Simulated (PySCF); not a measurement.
Molecular orbitals of BiO⁺

PBE0 at R = 1.886 Å; basis Bi cc-pVDZ-PP with ECP60, O cc-pVDZ; scalar-relativistic core potentials; PySCF 2.14. State: triplet, unpaired electrons π ↑↑, a mixture of terms (⟨Lz²⟩ = 2.0), a second solution, started from another occupation. Only the outer orbitals are listed, counted within each symmetry, core potentials removing the inner ones.

| spin | orbital | occ. | ε (eV) | on Bi (%) | main shells (%) |
| --- | --- | --- | --- | --- | --- |
| α | 5σ | 1 | -34.11 | 28 | 70 O s, 20 Bi d |
| α | 6σ | 1 | -23.73 | 81 | 80 Bi s, 10 O p, 9 O s |
| α | 3π | 1 | -18.87 | 8 | 92 O p |
| α | 3π | 1 | -17.28 | 14 | 86 O p, 12 Bi p |
| α | 7σ | 1 | -16.90 | 34 | 64 O p, 21 Bi p, 11 Bi s |
| α | 4π | 1 | -12.28 | 88 | 88 Bi p, 12 O p |
| α | 4π | 0 | -10.71 | 94 | 94 Bi p |
| α | 8σ | 0 | -6.78 | 90 | 83 Bi p, 13 O p |
| α | 9σ | 0 | -0.25 | 101 | 100 Bi s |
| β | 5σ | 1 | -32.07 | 23 | 75 O s, 11 Bi d, 9 Bi s |
| β | 6σ | 1 | -22.67 | 79 | 78 Bi s, 12 O s, 9 O p |
| β | 7σ | 1 | -16.11 | 34 | 63 O p, 23 Bi p, 11 Bi s |
| β | 3π | 1 | -15.77 | 15 | 85 O p, 13 Bi p |
| β | 3π | 0 | -12.40 | 50 | 50 O p, 48 Bi p |
| β | 4π | 0 | -9.03 | 88 | 87 Bi p, 12 O p |
| β | 4π | 0 | -9.01 | 54 | 52 Bi p, 46 O p |

Task: Which are the highest filled and the lowest empty level, where do they sit, and how wide is the gap?

Result: Highest filled α 4π at -12.28 eV (in %: 88 Bi p, 12 O p); lowest empty β 3π at -12.40 eV (in %: 50 O p, 48 Bi p); the gap at PBE0 is -0.12 eV.

* bond order (Mayer): 1.15
* ⟨S²⟩: 2.004
* charge on Bi (Mulliken, basis-dependent): 1.25
* charge on Bi (Löwdin, basis-dependent): 1.26
* dipole moment (positive dipole points towards O; it is taken about the centre of mass and depends on that origin): -1.69 D

Shares are Mulliken populations and can fall outside 0 to 100 %.

Spin–orbit coupling is left out, which matters for elements this heavy, above all for dissociation energies. Counting both spins, an empty level lies below a filled one in this solution, because spin and occupation are held.
